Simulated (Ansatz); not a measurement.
3-bromo-1-chloro-1-fluoropropa-1,2-diene (C3HBrClF), SMILES FC(Cl)=C=CBr.

The structure is a stationary point at r2SCAN-D4/def2-SVP.

Two levels are set side by side: PBE/def2-SVPD (Ansatz, a first-principles code) and PBE0/def2-SVPD (Ansatz). Energy differences of separate SCF runs at the same geometry; the states with an electron removed or added have multiplicity 2 and 2. Differences are taken from unrounded values.

```json
[
 {"quantity": "vertical ionisation energy (eV)", "PBE0": "9.84"},
 {"quantity": "vertical singlet–triplet gap (eV)", "PBE0": "3.85"}
]
```

Q: What does PBE give, and how far is it from PBE0? (The exact figures need the calculation; the answer reports its results.)

A: 
| quantity | PBE | PBE minus PBE0 |
|---|---|---|
| vertical ionisation energy (eV) | 9.53 | -0.31 |
| vertical singlet–triplet gap (eV) | 3.80 | -0.05 |
